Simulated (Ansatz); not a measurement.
Species: CH5BSi, SMILES `B[SiH]=C` (charge 0, multiplicity 1).

**Question.** Give a relaxed geometry from B3LYP-D3(BJ)/def2-TZVP run with Ansatz (an electronic-structure program).

**Answer.** One answer among several that fit: the end point of this relaxation, one of several conformers (outside a Z-matrix the atoms follow the SMILES, hydrogens last).
Z-matrix (Å, degrees):
```
Si
C 1 1.7252
H 2 1.0833 1 124.64
H 2 1.0838 3 114.80 1 -179.99
H 1 1.4792 2 117.35 3 0.03
B 1 1.9648 5 123.15 2 179.97
H 6 1.1892 1 123.13 5 -0.02
H 6 1.1902 7 119.11 1 179.98
```
